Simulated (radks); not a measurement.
Results of a calculation; reference values are marked as such.
Q: Ionisation of the rhenium ion Re+, [Xe] 4f14 5d5 6s1, to Re2+, [Xe] 4f14 5d5, under several functionals. Scalar-relativistic Kohn-Sham, spin-polarised, spherical densities, point nucleus; open shells are filled with parallel spins first (spin-orbit coupling, left out, can overturn this in heavy ions); a radial shooting solver on a logarithmic mesh with Libxc functionals. Known Delta-SCF values: OLYP 16.833 eV. What does PW91 give, and what is its highest occupied eigenvalue?

A: 17.293 eV by Delta-SCF; the 6s eigenvalue is -13.655 eV. NIST: 16.6 eV (semi-empirical).
